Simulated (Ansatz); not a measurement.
Species: sum formula HSiO, net charge -1, singlet state. It need not be the lowest isomer of its formula. Whether it binds its extra electron was not tested at this geometry. SMILES: O=[SiH-]
Geometry from a B3LYP-D3(BJ)/def2-TZVP (Ansatz, a program for electronic structure) optimisation:
```
Si
O 1 1.5685
H 1 1.6384 2 106.09
```
Charge -1, spin multiplicity 1.

Q: Give the harmonic wavenumbers at B3LYP-D3(BJ)/def2-TZVP (Ansatz, finite differences of forces, unscaled).

A: 805, 1065, 1461 cm⁻¹. Zero-point energy 4.8 kcal/mol.

Q: From these and the geometry, give the ideal-gas thermochemistry at 298.15 K and 1 atm (rigid rotor, harmonic oscillator).

A: Point group Cs, rotational symmetry number 1. Rotational constants 216.3, 19.28, 17.7 GHz. S(trans) 37.34, S(rot) 19.02, S(vib) 0.29, S(elec, spin only) 0.00, S 56.6 cal/(mol K). H(298) - H(0) 2.44 kcal/mol; G - E(el) -9.7 kcal/mol.
